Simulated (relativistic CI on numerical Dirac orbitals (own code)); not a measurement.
## Hyperfine structure of Mo9+, mass number 95

Calculated at this level of theory: Dirac-Coulomb-Breit CI, orbitals from a KLI potential per configuration, model QED, unscaled Slater integrals (own radial code, finite nucleus).

Configuration list (outside the closed core [Ar] 3d10): 4s2.4p3, 4s.4p4, 4p5, 4s2.4p2.4d, 4s.4p3.4d, 4s2.4p2.4f, 4s.4p3.4f, 4s2.4p2.5s, 4p4.4d, 4s2.4p2.5p, 4s.4p2.4d2, 4s2.4p.4d.4f, 4s2.4p.4d2, 4s2.4d3, 4s.4p.4d3, 4s2.4d2.4f, 4s.4p.4d2.4f, 4s2.4d2.5s, 4p3.4d2, 4p2.4d3, 4p2.4d2.4f, 4p2.4d2.5s. Double excitations out of closed p, d and f shells are left out; levels of such configurations are missing from the list, as are those of other unlisted configurations, and high levels can miss mixing partners. These lack a partner that the ground configuration has and come out too high: 4s2.4p2.5p.

Nuclear spin I = 5/2, μ = -0.9132 μN, Q = -0.022 b (tables of Stone and Pyykkö). The electronic factors are computed for point nuclear moments, without core polarisation or the Bohr-Weisskopf and QED corrections.

```json
{"Level": "4s2.4p3 2D°_3/2", "E (cm⁻¹)": "28560.1", "A (MHz)": "-1054", "B (MHz)": "-145"}
{"Level": "4s2.4p3 2D°_5/2", "E (cm⁻¹)": "37028.5", "A (MHz)": "-2713", "B (MHz)": "1.58"}
{"Level": "4s2.4p3 2P°_1/2", "E (cm⁻¹)": "58493.6", "A (MHz)": "-7915", "B (MHz)": ""}
{"Level": "4s2.4p3 2P°_3/2", "E (cm⁻¹)": "72779.8", "A (MHz)": "-1484", "B (MHz)": "164"}
{"Level": "4s.4p4 4P_5/2", "E (cm⁻¹)": "221948.8", "A (MHz)": "-6545", "B (MHz)": "-135"}
{"Level": "4s.4p4 4P_3/2", "E (cm⁻¹)": "236526.1", "A (MHz)": "-5433", "B (MHz)": "117"}
{"Level": "4s.4p4 4P_1/2", "E (cm⁻¹)": "241354.2", "A (MHz)": "-14480", "B (MHz)": ""}
{"Level": "4s.4p4 2D_3/2", "E (cm⁻¹)": "276541.7", "A (MHz)": "1828", "B (MHz)": "197"}
```

Levels with J = 0, under 50 % of one LS term, or S terms without an open s electron are left out. Small factors come from cancelling terms and can be off by tens of per cent or more.

At this charge energies of transitions that change n are usually good to better than 1 %, and those within a shell (Δn = 0) to a few per cent.

(1) Give the hyperfine levels of 4s2.4p3 2D°_5/2 relative to its centre of gravity.

## Answers

(1) With K = F(F + 1) − I(I + 1) − J(J + 1), E = AK/2 + B[¾K(K + 1) − I(I + 1)J(J + 1)]/[2I(2I − 1)J(2J − 1)]: F = 0: 23740, F = 1: 21030, F = 2: 15600, F = 3: 7461, F = 4: -3392, F = 5: -16960 MHz.

LS names give the leading component of a level, which can be under half, so a name can repeat, a term be missing and a line seem to break the LS rules.
